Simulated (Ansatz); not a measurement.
`C[N](C)[ZnH]`, charge 0, multiplicity 1.

Question: Give a relaxed structure at PBE0-D4/def2-TZVP (Ansatz 0.2.0). (Estimate.)

Answer: Computed: 
```xyz
11

C     0.523   -1.176   -0.281
N     0.033    0.169   -0.167
C    -0.681    0.384    1.061
Zn    0.289    1.450   -1.427
H     1.065   -1.328   -1.219
H     1.214   -1.435    0.539
H    -0.294   -1.916   -0.253
H    -0.048    0.200    1.944
H    -1.049    1.412    1.136
H    -1.555   -0.282    1.152
H     0.502    2.523   -2.484
```
Point group C2v.
This is one stationary point; other conformers may exist.
